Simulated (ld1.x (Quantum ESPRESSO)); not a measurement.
## Reading a pseudo-wave (carbon)

Columns: radius, all-electron u(r) and pseudo u(r) of the 2p shell (level -24.04 eV) of carbon in the configuration [He] 2s2 2p0.5; PBE, scalar-relativistic, PAW scheme, ld1.x (Quantum ESPRESSO) 7.5.

```tsv
r (bohr)	all-electron	pseudo
0.068	0.0300	0.0113
0.135	0.0981	0.0437
0.202	0.1839	0.0951
0.270	0.2767	0.1634
0.338	0.3678	0.2437
0.405	0.4516	0.3297
0.473	0.5282	0.4190
0.540	0.5941	0.5043
0.608	0.6510	0.5840
0.675	0.6982	0.6528
0.742	0.7369	0.7096
0.810	0.7678	0.7543
0.878	0.7903	0.7860
0.945	0.8050	0.8055
1.013	0.8129	0.8151
1.080	0.8145	0.8164
1.148	0.8107	0.8116
1.215	0.8022	0.8024
1.283	0.7894	0.7894
1.350	0.7735	0.7735
1.418	0.7545	0.7545
1.485	0.7335	0.7335
1.553	0.7103	0.7103
1.620	0.6862	0.6862
1.688	0.6607	0.6607
1.755	0.6350	0.6350
```

How many radial nodes do the two functions have?

The all-electron 2p function has n − l − 1 = 0; the pseudo-wave has 0.

At about which radius was the pseudo-wave matched?

1.30 bohr. The columns agree to 0.0005 from 1.22 bohr on; several derivatives are matched, so the curves merge somewhat inside the radius.

Where does each function peak?

Outermost all-electron maximum near 1.08 bohr, pseudo maximum near 1.08 bohr (to the table’s step).

Is the pseudo-wave norm-conserving?

No, it belongs to a PAW set: the norm inside the radius is not constrained, and the difference is carried by the augmentation charge.
